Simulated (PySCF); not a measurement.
## A small calculation by hand: chemical shift, span and skew from a shielding tensor

C2H4O3, SMILES COC(O)=O. Atoms are numbered in the order given.

```xyz
9

C      0.0356    -1.8316     0.0000
O      0.7036    -0.5716     0.0000
C     -0.0902     0.4980     0.0000
O     -1.2957     0.4865     0.0000
O      0.6719     1.6001     0.0000
H      0.8252    -2.5926     0.0000
H     -0.5977    -1.9389    -0.8936
H     -0.5977    -1.9389     0.8936
H      0.0602     2.3522     0.0000
```

Coordinates come from a B3LYP-D3(BJ)/def2-SVP optimisation. One conformer was computed; it need not be the lowest.

GIAO shieldings from HF/pcSseg-1 in PySCF, non-relativistic, no solvent. The symmetric part of the tensor of C1 has the principal values 115.4, 119.7, 181.8 ppm. The same nucleus in TMS has σ = 192.6 ppm at this level (PySCF, at its B3LYP-D3(BJ)/def2-TZVP geometry).

Question: Work out the isotropic shielding, the ¹³C shift against TMS, the span and the skew.

Answer: 
σ(iso) = (σ11 + σ22 + σ33)/3 = 139.0 ppm. δ = σ(ref) − σ(iso) = 192.6 − (139.0) = 53.6 ppm.
Span Ω = σ33 − σ11 = 66.4 ppm. Skew κ = 3(σ(iso) − σ22)/Ω = 0.87. Tumbling in solution averages the tensor to δ; in a static solid the shielding alone would spread this spin-1/2 line over Ω.
